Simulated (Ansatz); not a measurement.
Isolated molecules relaxed with PBE0-D4/def2-TZVP in Ansatz; ΔE leaves out vibrations. CCSD(T)/CBS is the MP2 limit (def2-TZVPP, def2-QZVPP) plus CCSD(T) − MP2 in def2-TZVPP, frozen cores. This one scheme is used for every species. Functionals use def2-TZVPP. B3LYP here is the variant with VWN-RPA as its local correlation; programs differ in this. HSE06 is defined as in plane-wave codes. Elements past krypton have def2 core potentials. For Sn outer-core shells are correlated without core-valence functions, which leaves a few kJ/mol of doubt a bond. One conformer a species, not always the lowest.

`[CH3][Sn]([NH2])([F])[F]` → F₂ + `[CH3][Sn][NH2]`  (stannylene formation by 1,1-elimination)

```json
{"level": "PBE-D4", "ΔE (kcal/mol)": "154.4", "difference from CCSD(T)/CBS": "-14.5"}
{"level": "revPBE-D4", "ΔE (kcal/mol)": "151.3", "difference from CCSD(T)/CBS": "-17.6"}
{"level": "BLYP-D4", "ΔE (kcal/mol)": "151.0", "difference from CCSD(T)/CBS": "-17.9"}
{"level": "r2SCAN-D4", "ΔE (kcal/mol)": "164.3", "difference from CCSD(T)/CBS": "-4.6"}
{"level": "B97M-V", "ΔE (kcal/mol)": "165.2", "difference from CCSD(T)/CBS": "-3.7"}
{"level": "PBE0-D4", "ΔE (kcal/mol)": "162.6", "difference from CCSD(T)/CBS": "-6.3"}
{"level": "B3LYP-D4", "ΔE (kcal/mol)": "158.8", "difference from CCSD(T)/CBS": "-10.1"}
{"level": "r2SCANh-D4", "ΔE (kcal/mol)": "166.1", "difference from CCSD(T)/CBS": "-2.8"}
{"level": "r2SCAN0-D4", "ΔE (kcal/mol)": "169.0", "difference from CCSD(T)/CBS": "0.1"}
{"level": "HSE06-D4", "ΔE (kcal/mol)": "162.3", "difference from CCSD(T)/CBS": "-6.6"}
{"level": "BHLYP-D4", "ΔE (kcal/mol)": "169.2", "difference from CCSD(T)/CBS": "0.3"}
{"level": "CAM-B3LYP-D4", "ΔE (kcal/mol)": "165.3", "difference from CCSD(T)/CBS": "-3.6"}
{"level": "ωB97X-V", "ΔE (kcal/mol)": "166.9", "difference from CCSD(T)/CBS": "-2.0"}
{"level": "ωB97M-V", "ΔE (kcal/mol)": "164.2", "difference from CCSD(T)/CBS": "-4.7"}
{"level": "B2PLYP", "ΔE (kcal/mol)": "163.0", "difference from CCSD(T)/CBS": "-5.9"}
{"level": "PBE-QIDH", "ΔE (kcal/mol)": "170.8", "difference from CCSD(T)/CBS": "1.9"}
{"level": "PBE", "ΔE (kcal/mol)": "153.6", "difference from CCSD(T)/CBS": "-15.3"}
{"level": "revPBE", "ΔE (kcal/mol)": "149.7", "difference from CCSD(T)/CBS": "-19.2"}
{"level": "BLYP", "ΔE (kcal/mol)": "149.3", "difference from CCSD(T)/CBS": "-19.6"}
{"level": "r2SCAN", "ΔE (kcal/mol)": "164.0", "difference from CCSD(T)/CBS": "-4.9"}
{"level": "PBE0", "ΔE (kcal/mol)": "161.8", "difference from CCSD(T)/CBS": "-7.1"}
{"level": "B3LYP", "ΔE (kcal/mol)": "157.5", "difference from CCSD(T)/CBS": "-11.4"}
{"level": "r2SCANh", "ΔE (kcal/mol)": "165.8", "difference from CCSD(T)/CBS": "-3.1"}
{"level": "HSE06", "ΔE (kcal/mol)": "161.6", "difference from CCSD(T)/CBS": "-7.3"}
{"level": "BHLYP", "ΔE (kcal/mol)": "168.1", "difference from CCSD(T)/CBS": "-0.8"}
{"level": "RPA@PBE/def2-TZVPP", "ΔE (kcal/mol)": "152.2", "difference from CCSD(T)/CBS": "-16.7"}
{"level": "HF/def2-SVP", "ΔE (kcal/mol)": "170.0", "difference from CCSD(T)/CBS": "1.1"}
{"level": "MP2/def2-SVP", "ΔE (kcal/mol)": "168.5", "difference from CCSD(T)/CBS": "-0.4"}
{"level": "CCSD/def2-SVP", "ΔE (kcal/mol)": "159.6", "difference from CCSD(T)/CBS": "-9.3"}
{"level": "CCSD(T)/def2-SVP", "ΔE (kcal/mol)": "156.9", "difference from CCSD(T)/CBS": "-12.0"}
{"level": "HF/def2-TZVPP", "ΔE (kcal/mol)": "175.4", "difference from CCSD(T)/CBS": "6.5"}
{"level": "MP2/def2-TZVPP", "ΔE (kcal/mol)": "170.5", "difference from CCSD(T)/CBS": "1.6"}
{"level": "SCS-MP2/def2-TZVPP", "ΔE (kcal/mol)": "166.0", "difference from CCSD(T)/CBS": "-2.9"}
{"level": "CCSD/def2-TZVPP", "ΔE (kcal/mol)": "165.0", "difference from CCSD(T)/CBS": "-3.9"}
{"level": "CCSD(T)/def2-TZVPP", "ΔE (kcal/mol)": "163.4", "difference from CCSD(T)/CBS": "-5.5"}
{"level": "MP2/def2-QZVPP", "ΔE (kcal/mol)": "174.4", "difference from CCSD(T)/CBS": "5.5"}
{"level": "SCS-MP2/def2-QZVPP", "ΔE (kcal/mol)": "170.1", "difference from CCSD(T)/CBS": "1.2"}
{"level": "HF/CBS(def2)", "ΔE (kcal/mol)": "177.7", "difference from CCSD(T)/CBS": "8.8"}
{"level": "MP2/CBS(def2)", "ΔE (kcal/mol)": "176.0", "difference from CCSD(T)/CBS": "7.1"}
{"level": "CCSD/CBS(def2)", "ΔE (kcal/mol)": "170.5", "difference from CCSD(T)/CBS": "1.6"}
{"level": "CCSD(T)/CBS", "ΔE (kcal/mol)": "168.9", "difference from CCSD(T)/CBS": "0"}
```

Question: What do rigid-rotor, harmonic-oscillator terms from PBE0-D4/def2-TZVP frequencies (298.15 K, 1 bar) make of the CCSD(T)/CBS value? (An estimate is asked.)

Answer: Computed: ΔZPE = -1.8 kcal/mol, ΔH = +167.3 kcal/mol, ΔS = 133 J/(mol·K), ΔG = +157.8 kcal/mol. Modes under 50 cm⁻¹ make the entropy rough.

Largest T1 diagnostic among the species: 0.016.

In def2-TZVPP, CCSD(T) changes the Hartree–Fock value by −12.1 kcal/mol (the triples alone add −1.7 kcal/mol) and MP2 by −4.9 kcal/mol. The D4 term adds +1.3 kcal/mol with B3LYP and +0.8 kcal/mol with PBE0; it sums over pairs of atoms, weighted by their polarisabilities, and B3LYP, whose exchange is more repulsive, gets the larger term. From PBE to PBE0 (25 % exact exchange), in def2-TZVPP and without D4, ΔE moves by +8.2 kcal/mol.

CCSD(T)/CBS has its own doubt, a few kJ/mol and more with outer-core shells, so smaller differences from it don't rank the levels.
